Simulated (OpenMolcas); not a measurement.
**4d2 along the 38-electron sequence**

```
Program             : OpenMolcas
Method              : CASSCF
Basis               : ANO-RCC-VQZP
Scalar Hamiltonian  : DKH2, point nucleus
Spin-orbit coupling : state interaction with AMFI integrals over the reference wave functions, term energies averaged over their components
```

Active space for each ion: 2 electrons in 5 orbitals (4d).

Computed levels in cm-1 above 3F2:

| Level | Zr2+ | Nb3+ | Mo4+ | Tc5+ | Ru6+ | Rh7+ |
| --- | --- | --- | --- | --- | --- | --- |
| 3F3 | 674 | 1031 | 1458 | 1949 | 2566 | 3284 |
| 3F4 | 1500 | 2268 | 3169 | 4190 | 5447 | 6883 |
| 1D2 | 9162 | 11088 | 12840 | 14496 | 16162 | 17857 |
| 3P0 | 10240 | 12181 | 13919 | 15535 | 17114 | 18675 |
| 3P1 | 10496 | 12583 | 14504 | 16340 | 18207 | 20118 |
| 3P2 | 11122 | 13600 | 16009 | 18417 | 21009 | 23764 |
| 1G4 | 13837 | 16745 | 19403 | 21942 | 24518 | 27152 |
| 1S0 | 32969 | 39710 | 45637 | 51146 | 56507 | 61810 |
| weight of 3F in the lowest level (%) | 100 | 99 | 99 | 99 | 98 | 98 |

Mixed levels, with the weight of the term that names them: Ru6+ 1D2 (72 %), Ru6+ 3P2 (73 %), Rh7+ 1D2 (68 %), Rh7+ 3P2 (70 %).

Measured, with the error of the calculation in %. Measured levels: Zr2+ from Moore, Atomic Energy Levels, vol. II, NSRDS-NBS 35 (1971 reprint of NBS Circular 467, 1952); NIST levels as listed in Rynkun, Gaigalas and Jonsson, Astron. Astrophys. 637, A10 (2020); Mo4+ from Sugar and Musgrove, J. Phys. Chem. Ref. Data 17, 155 (1988).

| Level | Zr2+ | Mo4+ |
| --- | --- | --- |
| 3F3 | 681 (-1.0) | 1578 (-7.6) |
| 3F4 | 1486 (+0.9) | 3357 (-5.6) |
| 1D2 | 5742 (+59.6) | 10190 (+26.0) |
| 3P0 | 8062 (+27.0) | 11161 (+24.7) |
| 3P1 | 8326 (+26.1) | 11807 (+22.8) |
| 3P2 | 8838 (+25.8) | 13408 (+19.4) |
| 1G4 | 11049 (+25.2) | 16354 (+18.6) |
| 1S0 | 23979 (+37.5) | 37738 (+20.9) |

The fine-structure level 3F4 changes by a factor of 4.59 from Zr2+ to Rh7+. Its fourth root runs 6.22, 6.90, 7.50, 8.05, 8.59, 9.11, with steps per unit of Z of 0.68, 0.60, 0.54, 0.55, 0.52; equal steps would mean a (Z - σ)^4 law with constant σ.

1D2 changes by a factor of 1.95 over the same range, with steps per unit of Z of +1930, +1750, +1660, +1670, +1700 cm-1.

Without dynamic correlation excited terms often stand tens of per cent too high (terms of higher spin than the ground term too low), and those without a measured partner can miss by more than the paired ones. Levels of configurations with an s electron are missing; early in the row they begin among the upper levels of the d shell and mix with terms of their name (holds for Zr2+). Some levels mix across a computed gap that differs much from the measured one, so their mixing is not that of the real levels (holds for Zr2+). Measured partners are found by configuration, term and J. A level has none where our copy of the source lacks it or the pairing is in doubt (some pairs that miss far off the trend of their configuration count as doubtful), and it then counts in no deviation. Levels of configurations outside the active space are missing.
